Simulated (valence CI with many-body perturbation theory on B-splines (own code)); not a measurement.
# E1 transitions of Ce⁸⁺

Level of theory: valence CI with perturbative core correlation (CI+MBPT): four valence electrons over a frozen Dirac-Fock core [Kr] 4d10, a basis of 7 s, 7 p, 7 d, 7 f, 4 g, 2 h functions for each j, with the one-electron correlation potential Σ1 (screened to all orders), the two-electron term Σ2, the three-electron term Σ3, Breit, model QED; selected single and double excitations, second order for the rest, scaled by the run's own slope (own B-spline code, finite nucleus).

No measured levels were compared; by estimate levels hold to about 250 cm⁻¹ or 0.2 % of their energy and the worst to 1 %, as in measured heavy ions of charge 2 to 7; those with d or f electrons hold less well. Among the levels kept, up to 470 cm⁻¹ of a level comes from second order outside the variational space, and about a tenth of that is noise between levels of different J, which matters for small intervals.

Lines 101 to 150 of 552 in falling wavelength, among levels below 43.990 eV, chosen from the strongest by gf and those to the six lowest levels. Wavelengths and rates use the calculated energies, so an error of 200 cm⁻¹ moves a line at 54.97 nm by 0.11 % and its rate by three times that or more. Electric multipoles are in the length gauge, E1 and E2 with the static RPA response of the core. Weak lines are less certain than strong ones. Lines between different terms over intervals too small for the method are left out, as are lines whose strength nearly cancels. Where a level lies close to another of its J and parity, the split of strength between their lines is uncertain. The highest levels of a list are the least certain.

Names give the largest LS component (configuration and term), which can be under half, so a name can repeat, a term be missing and a line seem to break the LS rules; names also repeat where a configuration has a term twice. Letters in brackets count levels of one name in rising energy.

```
λ vac (nm)              Upper            Lower   A (s⁻¹)  S (a.u.)
     54.97  4f5s5p² ¹G°_4 [a]     4f5s²5p ³G_3  1.21e+09  8.90e-01
     54.95  4f5s5p² ³D°_2 [c]     4f5s²5p ¹D_2  1.31e+09  5.36e-01
     54.94  4f²5s5p ³F°_4 [d]      4f²5s² ³H_4  2.06e+08  1.52e-01
     54.82        5s5p³ ³D°_1      5s²5p² ³P_0  2.50e+09  6.09e-01
     54.80    5s5p³ ³P°_2 [b]  5s²5p² ³P_2 [b]  2.34e+09  9.50e-01
     54.50  4f5s5p² ³F°_3 [b]     4f5s²5p ³G_3  2.47e+08  1.38e-01
     54.46  4f5s5p² ³D°_1 [c]     4f5s²5p ¹D_2  6.17e+08  1.48e-01
     54.43  4f5s5p² ³D°_1 [b]     4f5s²5p ³F_2  1.51e+09  3.61e-01
     54.34  4f5s5p² ³F°_4 [b]     4f5s²5p ³G_4  4.30e+08  3.07e-01
     54.07  4f5s5p² ³F°_3 [c]     4f5s²5p ¹D_2  4.59e+08  2.50e-01
     53.89  4f5s5p² ³F°_2 [a]  5s²5p² ³P_2 [b]  5.79e+08  2.24e-01
     53.85      5s²5p5d ³F°_4     4f5s²5p ³F_4  3.38e+08  2.35e-01
     53.79  4f5s5p² ³D°_2 [b]     4f5s²5p ³F_3  1.32e+09  5.06e-01
     53.78  4f5s5p² ³F°_4 [b]     4f5s²5p ³F_3  4.56e+08  3.15e-01
     53.73      4f5s5p² ³H°_4     4f5s²5p ³G_3  2.01e+09  1.39e+00
     53.58  4f5s5p² ³D°_3 [b]     4f5s²5p ³F_2  5.27e+08  2.80e-01
     53.32    5s5p³ ³P°_2 [a]  5s²5p² ³P_2 [a]  3.64e+09  1.36e+00
     53.21  5s²5p5d ³F°_2 [a]     4f5s²5p ³G_3  3.13e+08  1.17e-01
     53.15      4f5s5p² ³H°_5     4f5s²5p ³G_4  8.50e+08  6.93e-01
     53.00      5s²5p5d ³F°_3     4f5s²5p ³G_4  4.38e+08  2.25e-01
     52.79      5s²5p5d ³F°_3     4f5s²5p ³F_2  2.80e+08  1.42e-01
     52.65  4f5s5p² ¹F°_3 [a]     4f5s²5p ¹D_2  8.73e+08  4.40e-01
     52.62        5s5p³ ³P°_0      5s²5p² ³P_1  3.40e+09  2.44e-01
     52.51  4f5s5p² ³D°_2 [b]     4f5s²5p ³G_3  1.58e+08  5.63e-02
     52.50  4f5s5p² ³F°_4 [b]     4f5s²5p ³G_3  1.82e+08  1.17e-01
     52.47      5s²5p5d ³F°_3     4f5s²5p ³F_3  2.17e+09  1.08e+00
     52.40  4f²5s5p ³G°_3 [b]     4f5s²5p ¹D_2  2.14e+09  1.06e+00
     52.35  4f5s5p² ³G°_4 [b]     4f5s²5p ¹G_4  1.36e+09  8.66e-01
     52.27  4f5s5p² ³G°_5 [c]     4f5s²5p ¹G_4  1.01e+09  7.84e-01
     52.22        5s5p³ ¹P°_1      5s²5p² ¹S_0  1.84e+09  3.87e-01
     52.14  4f5s5p² ³D°_2 [c]     4f5s²5p ³D_1  5.84e+08  2.04e-01
     52.03      4f5s5p² ⁵D°_2  5s²5p² ³P_2 [a]  3.96e+08  1.38e-01
     52.00  4f²5s5p ³D°_3 [a]     4f5s²5p ¹D_2  3.06e+08  1.48e-01
     52.00  4f5s5p² ³D°_3 [b]     4f5s²5p ³G_3  6.03e+08  2.93e-01
     51.91        5s5p³ ³P°_1      5s²5p² ³P_1  3.74e+09  7.74e-01
     51.87      5s²5p5d ³D°_3     4f5s²5p ³D_3  1.04e+09  5.02e-01
     51.76  4f5s5p² ¹F°_3 [b]     4f5s²5p ¹D_2  2.36e+09  1.13e+00
     51.70  4f5s5p² ³D°_1 [c]     4f5s²5p ³D_1  3.67e+09  7.50e-01
     51.70  4f5s5p² ³F°_4 [c]     4f5s²5p ³G_4  6.63e+08  4.07e-01
     51.60  4f²5s5p ⁵G°_2 [a]     4f5s²5p ¹F_3  9.96e+08  3.38e-01
     51.51  4f5s5p² ¹D°_2 [a]     4f5s²5p ³F_3  1.80e+08  6.07e-02
     51.47  4f²5s5p ⁵G°_2 [b]     4f5s²5p ¹F_3  8.55e+08  2.88e-01
     51.28  4f5s5p² ³D°_3 [c]     4f5s²5p ³G_4  3.51e+08  1.63e-01
     51.27  4f²5s5p ⁵G°_5 [b]     4f5s²5p ³G_5  2.33e+08  1.70e-01
     51.25  4f5s5p² ³D°_2 [c]     4f5s²5p ³D_2  1.02e+09  3.39e-01
     51.25      5s²5p5d ³F°_3     4f5s²5p ³G_3  3.25e+08  1.51e-01
     51.23  4f5s5p² ¹G°_4 [b]     4f5s²5p ¹G_4  8.28e+09  4.95e+00
     51.19  4f5s5p² ³F°_4 [c]     4f5s²5p ³F_3  1.13e+09  6.71e-01
     51.18  4f5s5p² ³D°_2 [c]     4f5s²5p ³D_3  1.78e+09  5.88e-01
     51.14  4f5s5p² ³F°_2 [b]  5s²5p² ³P_2 [b]  3.13e+08  1.03e-01
```
